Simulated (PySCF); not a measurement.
# Calculated NMR data

Computational details: NMR shieldings at PBE0/pcSseg-1/GIAO, geometry from GFN2-xTB, in PySCF 2.14 (one conformer, non-relativistic, rapidly exchanging positions averaged, no solvent model).

δ = σ(ref) − σ, references computed at the same level: 1H, 13C against TMS. Splittings of carbon signals by F and P are missing where no couplings were computed. Where no couplings were computed, multiplicities follow the n + 1 count of equivalent neighbours, and m marks all less simple cases (inequivalent or close neighbours, rings, F or P nearby). Shifts are as computed. Against solution values, carbons near 30 ppm lie about +3 ppm off and those near 130 ppm about +5 ppm; carbons on Cl a further +6 ppm (rms about the fit 2.1 ppm; single classes can miss by 10 ppm). Of 1328 compounds with measured shifts, 309 miss one by over three times the rms of a fit or turn the order of signals round; such compounds aren't used in these exercises. Signals without a measured value on file couldn't be tested in this way; 1H shifts scatter by 0.2 ppm about their fit, and single ones miss by 0.5 ppm. Carbons bonded to Cl come out too deshielded.

Compound 1 (C₅H₄ClF₃O). 1H NMR (500 MHz, computed): δ 6.80 (m, 1H), 6.71 (m, 1H), 4.71 (m, 1H), 4.66 (m, 1H). 13C{1H} NMR (computed): δ 157.3, 152.7, 130.0, 129.7, 99.1. Structure: SMILES FC(/C(OC=C)=C/Cl)(F)F.

Compound 2 (C₈H₇F). 1H NMR (500 MHz, computed): δ 7.02 (m, 1H), 6.86 (br s, 1H), 6.38 (m, 1H), 6.19 (br s, 1H), 6.19 (m, 1H), 5.68 (m, 1H), 5.25 (m, 1H). 13C{1H} NMR (computed): δ 178.9 (C), 153.6 (C), 136.1 (CH2), 135.1 (CH), 133.3 (CH), 130.9 (CH), 116.0 (C), 113.2 (CH2). Structure: `C1(F)=C(C=C)C(=C)C=C1`.
